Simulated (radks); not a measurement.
Q: Species: Rh31+. Configuration: [Ne] 3s2 3p2. All-electron calculation, non-relativistic Kohn-Sham, LB94 model potential, spin-polarised, spherical densities, point nucleus; open shells are filled with parallel spins first (spin-orbit coupling, left out, can overturn this in heavy ions); relativity is left out, which matters for an element this heavy. Program: a radial shooting solver on a logarithmic mesh with Libxc functionals. Some entries of the table are withheld. Estimate them.

| orbital | occ. | eigenvalue (eV) | <r^2> (bohr^2) |
|---|---|---|---|
| 1s down | 1 | -24158.42 | 0.001527 |
| 1s up | 1 | -24158.14 | 0.001527 |
| 2s up | 1 | -4815.817 | 0.02456 |
| 2s down | 1 | -4815.643 | 0.02460 |
| 2p up | 3 | -4603.746 | 0.01852 |
| 2p down | 3 | -4601.311 | 0.01857 |
| 3s up | 1 | -1883.381 | (1) |
| 3s down | 1 | -1874.338 | (2) |
| 3p up | 2 | -1808.404 | 0.1311 |
| 3p down | 0 | -1800.891 | 0.1304 |
| 3d up | 0 | -1696.220 | 0.1003 |
| 3d down | 0 | -1693.738 | 0.09922 |
| 4s up | 0 | -1004.432 | 0.4818 |
| 4s down | 0 | -1000.134 | 0.4839 |

A: 
(1) 3s up <r^2> (bohr^2): 0.1415
(2) 3s down <r^2> (bohr^2): 0.1412
